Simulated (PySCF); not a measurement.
Precursor series Nb Cl-F. All species are isolated molecules in the gas phase. In the def2 sets, heavy atoms carry core potentials. All members: neutral, multiplicity 1. Level: TPSSh-D3(BJ)/def2-TZVP // PBE-D3(BJ)/def2-SVP (PySCF), beside PBE-D3(BJ)/def2-TZVP // PBE-D3(BJ)/def2-SVP (PySCF) at the same geometries.  Orbital energies are measured against the vacuum level.

```json
[
 {"species": "[Nb(F)5]", "HOMO, PBE (eV)": "-10.21", "HOMO, TPSSh-D3(BJ) (eV)": "-11.17"},
 {"species": "[Nb(Cl)(F)4]", "HOMO, PBE (eV)": "-9.43", "HOMO, TPSSh-D3(BJ) (eV)": "withheld"},
 {"species": "[Nb(Cl)2(F)3]", "HOMO, PBE (eV)": "-8.76", "HOMO, TPSSh-D3(BJ) (eV)": "-9.49"},
 {"species": "[Nb(Cl)3(F)2]", "HOMO, PBE (eV)": "-8.61", "HOMO, TPSSh-D3(BJ) (eV)": "-9.35"},
 {"species": "[Nb(Cl)4(F)]", "HOMO, PBE (eV)": "-8.03", "HOMO, TPSSh-D3(BJ) (eV)": "-8.69"},
 {"species": "[Nb(Cl)5]", "HOMO, PBE (eV)": "-7.85", "HOMO, TPSSh-D3(BJ) (eV)": "-8.51"}
]
```

Task: Fit y = a + b·x, y being the HOMO at the first level, to the 5 complete rows by least squares, with x = the PBE value in eV. Give a, b and the rms residual, and predict the withheld value.

Result: Means of the 5 rows: x̄ = -8.692, ȳ = -9.442 eV. Σ(x − x̄)² = 3.4629 and Σ(x − x̄)(y − ȳ) = 3.9165, so b = 1.131 and a = ȳ − b·x̄ = 0.389 eV. The rms residual is 0.017 eV. At x = -9.43 the line gives -10.28 eV. The run for [Nb(Cl)(F)4] gave -10.17 eV, so the line is off by 0.11 eV, more than twice the rms residual.

Codes: PySCF.
